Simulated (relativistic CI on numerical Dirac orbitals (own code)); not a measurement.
# d5 in a ligand field

Computed with a parametric ligand-field model of a d^n configuration (Racah B and C, spin-orbit zeta, crystal field), exact diagonalisation.

Field parameters in Wybourne normalisation: Oh B⁴₀ = 21Dq, B⁴₄ = √(5/14) B⁴₀; Td as Oh with Dq negative (B⁴₀ = 21Dq, B⁴₄ = √(5/14) B⁴₀). The field is a parameter set, without covalency.

Problem. Lowest levels for B = 900, C = 3670, ζ = 220 cm⁻¹, Oh, 10Dq = 39450 cm⁻¹?

Solution. Γ7 0 (S 0.50), Γ8 380 (S 0.50), Γ8 22072 (S 1.50), Γ7 22078 (S 1.50), Γ8 22155 (S 1.50), Γ6 22199 (S 1.50), Γ6 28875 (S 1.50), Γ8 28877 (S 1.50), Γ8 28935 (S 1.50) cm⁻¹, with S from ⟨S²⟩ = S(S + 1). The ground level has 0.04 electrons in the cubic e pair.

Problem. Lowest levels for B = 520, C = 2490, ζ = 1750 cm⁻¹, Td, 10Dq = -10150 cm⁻¹?

Solution. Γ8 0 (S 2.43), Γ7 1 (S 2.43), Γ8 7369 (S 1.08), Γ7 8717 (S 1.31), Γ6 9535 (S 1.49), Γ8 9737 (S 1.48), Γ8 12170 (S 1.28), Γ7 13026 (S 1.43), Γ6 13158 (S 1.48) cm⁻¹, with S from ⟨S²⟩ = S(S + 1). The ground level has 2.06 electrons in the cubic e pair.

Problem. Lowest levels for B = 320, C = 1620, ζ = 2450 cm⁻¹, Oh, 10Dq = 35500 cm⁻¹?

Solution. Γ7 0 (S 0.53), Γ8 4245 (S 0.52), Γ8 28854 (S 1.46), Γ7 30241 (S 1.50), Γ8 30789 (S 1.48), Γ6 31522 (S 1.48), Γ6 33033 (S 1.46), Γ8 33367 (S 1.43), Γ8 33603 (S 1.37) cm⁻¹, with S from ⟨S²⟩ = S(S + 1). The ground level has 0.05 electrons in the cubic e pair.

Problem. Lowest levels for B = 980, C = 4050, ζ = 730 cm⁻¹, Td, 10Dq = -10350 cm⁻¹?

Solution. Γ7+Γ8 0 (S 2.50), Γ6 22399 (S 1.50), Γ8 22416 (S 1.49), Γ7 22486 (S 1.49), Γ8 22552 (S 1.49), Γ6 27135 (S 1.50), Γ8 27147 (S 1.49), Γ8 27201 (S 1.47), Γ7 27384 (S 1.49) cm⁻¹, with S from ⟨S²⟩ = S(S + 1). The ground level has 2.00 electrons in the cubic e pair.

Problem. Lowest levels for B = 380, C = 1810, ζ = 2550 cm⁻¹, Oh, 10Dq = 22250 cm⁻¹?

Solution. Γ7 0 (S 0.61), Γ8 4773 (S 0.59), Γ8 15196 (S 1.53), Γ7 16745 (S 1.59), Γ8 17635 (S 1.48), Γ6 18418 (S 1.48), Γ6 20274 (S 1.46), Γ8 20551 (S 1.43), Γ7 20729 (S 1.31) cm⁻¹, with S from ⟨S²⟩ = S(S + 1). The ground level has 0.13 electrons in the cubic e pair; its S is far from a half-integer, so spin-orbit coupling mixes spin states.
